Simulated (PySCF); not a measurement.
Molecule: `C#Cc1ccncp1`, C6H4NP.

Bonds (- single, = double, # triple, : aromatic): C1#C2, C2-C3, C3:C4, C4:C5, C5:N6, N6:C7, C7:P8, P8:C3. C1 carries H9; C4 carries H10; C5 carries H11; C7 carries H12.

Frames of a GFN2-xTB Langevin trajectory at 300 K; GIAO PBE0/pcSseg-1 shieldings in PySCF 2.14.0 with density-fitted response routines, gas phase, non-relativistic; equivalent atoms averaged within each frame.

δ = σ(ref) − σ, references computed at the same level: ¹³C (σ = 186.93 ppm), ¹H (σ = 31.72 ppm) against TMS; NH3 for ¹⁵N (σ = 267.73 ppm); H3PO4 for ³¹P (σ = 318.38 ppm). The references are static minima.

Question: How do the shifts (ppm) fluctuate along the trajectory?

Answer: 
| time (fs) | C7 | C3 | C5 | C4 | C1 | C2 | N6 | P8 | H12 | H11 |
| --- | --- | --- | --- | --- | --- | --- | --- | --- | --- | --- |
| optimised geometry | 192.1 | 170.2 | 152.9 | 133.5 | 103.0 | 89.1 | 376.8 | 238.8 | 10.76 | 9.21 |
| 250 | 189.3 | 169.7 | 152.2 | 140.7 | 104.8 | 91.8 | 387.5 | 233.2 | 10.62 | 9.43 |
| 425 | 194.7 | 178.1 | 153.4 | 129.6 | 99.0 | 93.2 | 379.4 | 246.3 | 10.60 | 9.85 |
| 625 | 189.1 | 178.3 | 146.7 | 124.2 | 98.6 | 91.2 | 376.6 | 252.9 | 10.89 | 9.37 |
| 800 | 196.5 | 158.6 | 156.4 | 133.6 | 96.9 | 96.7 | 378.9 | 187.9 | 10.58 | 9.64 |
| 1000 | 198.1 | 180.8 | 152.0 | 137.5 | 107.8 | 90.9 | 357.6 | 257.1 | 10.76 | 9.47 |
| mean of frames | 193.5 | 173.1 | 152.1 | 133.1 | 101.4 | 92.8 | 376.0 | 235.5 | 10.69 | 9.55 |
| standard deviation | 4.1 | 9.1 | 3.5 | 6.5 | 4.6 | 2.4 | 11.1 | 28.1 | 0.13 | 0.19 |

5 frames give an uncertainty of the mean of about the standard deviation over 2.2 at best, since frames this close in time may not be independent; classical motion lacks zero-point vibration, and the reference would need the same averaging.
